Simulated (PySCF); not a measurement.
This PySCF input asks for the NMR shieldings of `CN[SiH2][N]([AlH2])[SiH3]`, CH11AlN2Si2; the geometry comes from GFN2-xTB.

```python
import basis_set_exchange as bse
import numpy as np
from pyscf import gto, dft
from pyscf.prop import nmr

atoms = """
C    -2.109463   -0.090269   -0.654631
N    -1.574213   -0.663788    0.557293
Si    0.058715   -1.170128    0.697113
N     1.089461    0.127783    0.139796
Al    1.638484   -0.154204   -1.555527
Si    1.302933    1.532873    1.147843
H    -1.297874    0.424208   -1.173392
H    -2.894320    0.631476   -0.417980
H    -2.522472   -0.848451   -1.329129
H    -2.278505   -1.148373    1.091345
H     0.244461   -1.482066    2.109022
H     0.438950   -2.290375   -0.207028
H     2.981363   -0.858878   -1.846632
H     0.776547    0.263047   -2.774081
H     0.029453    2.218517    1.389122
H     1.889799    1.119771    2.425810
H     2.219684    2.400885    0.391145
"""
names = dict.fromkeys(["C", "N", "Si", "Al", "H"], "pcSseg-1")
basis = {el: gto.basis.parse(bse.get_basis(n, elements=[el], fmt="nwchem")) for el, n in names.items()}
mol = gto.M(atom=atoms, basis=basis, charge=0, verbose=0)
mf = dft.RKS(mol, xc="PBE0")
mf.grids.level = 2
mf.grids.alignment = dft.numint.BLKSIZE   # the property module wants whole blocks of grid points
mf.conv_tol = 1e-9
mf.kernel()

calc = nmr.RKS(mf)   # GIAO
C = mf.mo_coeff
Co = C[:, mf.mo_occ > 0]
resp = mf.gen_response(singlet=True, hermi=2)
def vind(x):   # induced exchange potential for any number of trial vectors
    d = np.einsum("pi,xij,qj->xpq", C, 2 * x.reshape(-1, C.shape[1], Co.shape[1]), Co, optimize=True)
    return np.einsum("xpq,pi,qj->xij", resp(d - d.transpose(0, 2, 1)), C, Co, optimize=True).ravel()
mo1, _ = nmr.rhf.solve_mo1(calc, with_cphf=vind)
sigma = calc.kernel(mo1)
for i, s in enumerate(sigma):   # ppm
    print("%2d %-2s %9.2f" % (i, mol.atom_pure_symbol(i), np.trace(s) / 3))
```

Q: What are the results?

A: 
```
 0 C     157.21
 1 N     238.81
 2 Si    400.03
 3 N     238.31
 4 Al    344.57
 5 Si    412.06
 6 H      28.45
 7 H      28.87
 8 H      29.12
 9 H      31.50
10 H      26.77
11 H      26.27
12 H      26.70
13 H      26.50
14 H      26.70
15 H      26.83
16 H      26.93
```

These numbers come from an equivalent density-fitted implementation of the same equations, which agrees with the script to about 0.01 ppm for H and up to a few tenths of a ppm for heavy atoms, so last digits may differ.

Size and cost of the density-fitted run: 178 basis functions, 37 s wall time on 1 thread of an Intel Xeon Platinum 8259CL, shared host; peak memory 0.87 GiB.
